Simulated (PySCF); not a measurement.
```xyz
5

F      1.6198    -0.2502    -0.3521
Ge    -0.0102     0.0124     0.0883
F     -0.5426     1.3542    -0.8260
F     -0.8850    -1.3373    -0.4888
H     -0.1821     0.2210     1.5786
```

Charge 0, multiplicity 1.

Task: Give the Mulliken and meta-Löwdin atomic charges from r2SCAN-D4/def2-TZVP (PySCF 2.14.0).

Result: 
```csv
atom,Mulliken (e),meta-Löwdin (e)
F1,-0.34,-0.48
Ge2,0.97,1.50
F3,-0.34,-0.48
F4,-0.34,-0.48
H5,0.05,-0.06
```
